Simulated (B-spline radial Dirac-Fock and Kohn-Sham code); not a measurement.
## Elastic and transport cross sections of lithium for positrons

Level of theory: relativistic (Dirac) partial waves in the static field of the Dirac-Fock atom, without polarisation or absorption potentials; an atomic code on a B-spline grid. Below a few hundred eV the neglected polarisation potential matters, most of all at small angles. σ_tr1 and σ_tr2 weight the cross section with 1 − P₁ and 1 − P₂ of cos θ; "backward" is the share scattered beyond 90°.

```
energy (eV)  σ (a₀²)  σ_tr1 (a₀²)  σ_tr2 (a₀²)  σ/σ_tr1  backward (%)
        115     5.82        0.588         1.20     9.90           1.9
        141     4.96        0.454        0.931     10.9           1.7
        230     3.33        0.242        0.499     13.8           1.3
        782     1.14       0.0431       0.0938     26.4          0.58
       1720    0.545       0.0124       0.0282     44.1          0.29
       2310    0.411      0.00756       0.0175     54.4          0.22
       2440    0.390      0.00690       0.0160     56.6          0.21
       4060        ?            ?            ?        ?             ?
       4340    0.224      0.00256      0.00614     87.4          0.12
       4690    0.208      0.00224      0.00538     92.8          0.11
       7370    0.134      0.00101      0.00247      133         0.070
      16600   0.0616     0.000236     0.000595      261         0.030
      22800   0.0457     0.000133     0.000339      344         0.022
      70700   0.0168     1.75e-05     4.63e-05      959        0.0059
      84900   0.0145     1.27e-05     3.37e-05     1140        0.0047
     129000   0.0106     6.14e-06     1.65e-05     1720        0.0027
```

**Question.** Fill in the row for 4.06 keV.

**Answer.** σ = 0.239 a₀², σ_tr1 = 0.00288 a₀², σ_tr2 = 0.00687 a₀², σ/σ_tr1 = 83.0, backward 0.13 %. The ratio σ/σ_tr1 is roughly the number of elastic collisions that randomise the direction.

Values without a named source are computed, but for edge energies of neutral atoms, which are taken from tables.
